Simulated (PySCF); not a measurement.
## I⁺ (iodine, charge +1) across methods

[Kr] 4d10 5s2 5p4, high-spin 3P determinant. Calculation: PySCF 2.14, in aug-cc-pwCVTZ-DK3 with one added diffuse shell each of s, p, d, f type (11s10p8d5f1g, 125 functions); the spin-free X2C one-electron Hamiltonian (Gaussian nucleus).

```tsv
method	E (hartree)	mean ε 5s β (eV)	mean ε 5p α (eV)	mean ε 5p β (eV)	Σ⟨r²⟩ (bohr²)	⟨S²⟩
LDA	-7108.44	-25.741	-16.076	-14.725	50.20	2.001
LC-wPBE	-7114.51	-29.835	-20.108	-18.597	50.08	2.005
B97-3	-7114.58	-26.690	-17.272	-15.743	50.20	2.004
TPSSh	-7114.67	-25.867	-16.637	-15.146	50.22	2.004
r2SCAN	-7114.97	-25.406	-16.439	-14.853	50.18	2.006
PBE	-7114.55	-25.313	-15.988	-14.566	50.29	2.003
PBE0	-7114.62	-26.719	-17.327	-15.774	50.22	2.004
```

Q: Estimate the same row for UHF.

A: E (hartree) = -7112.06732; mean ε 5s β (eV) = -29.672; mean ε 5p α (eV) = -20.466; mean ε 5p β (eV) = -18.400; Σ⟨r²⟩ (bohr²) = 50.73; ⟨S²⟩ = 2.011.
